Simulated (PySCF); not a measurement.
Isomers of C4H7F3O2, one GFN2-xTB conformer each. Single-point energies are computed at PBE0/pcSseg-1 (PySCF, gas phase, no added dispersion term), electronic only.

```json
{"SMILES": "CO[C@H](F)COC(F)F", "GFN2-xTB relative energy (kJ/mol)": "20.4"}
{"SMILES": "COCCOC(F)(F)F", "GFN2-xTB relative energy (kJ/mol)": "0.0"}
```

Conformers: `[CH3:1][O:2][C@H:3]([F:4])[CH2:5][O:6][CH:7]([F:8])[F:9]` with C1–O2–C3–F4 -67°, O2–C3–C5–O6 -163°, C3–C5–O6–C7 -83°, C5–O6–C7–F8 -74°; `[CH3:1][O:2][CH2:3][CH2:4][O:5][C:6]([F:7])([F:8])[F:9]` with C1–O2–C3–C4 75°, O2–C3–C4–O5 173°, C3–C4–O5–C6 173°.

Task: What does PBE0/pcSseg-1 give for the same structures?

Result: 
```tsv
SMILES	PBE0/pcSseg-1 E (Eh)	PBE0/pcSseg-1 (kJ/mol)	GFN2-xTB (kJ/mol)	point group
COCCOC(F)(F)F	-605.92892	0.0	0.0	C1
CO[C@H](F)COC(F)F	-605.92517	9.8	20.4	C1
```

Both levels put the same isomer lowest. Neighbours under 10 kJ/mol apart (COCCOC(F)(F)F and CO[C@H](F)COC(F)F) can change places with a better method, another conformer or zero-point energy.

Task: Which frontier levels, dipoles and rotational constants go with these structures?

Result: 
| SMILES | HOMO (eV, PBE0/pcSseg-1) | LUMO (eV) | dipole (D) | A, B, C (MHz) |
| --- | --- | --- | --- | --- |
| COCCOC(F)(F)F | -7.95 | 1.15 | 2.60 | 4020, 672.8, 655.3 |
| CO[C@H](F)COC(F)F | -8.80 | 1.42 | 3.84 | 4156, 701.1, 688.2 |
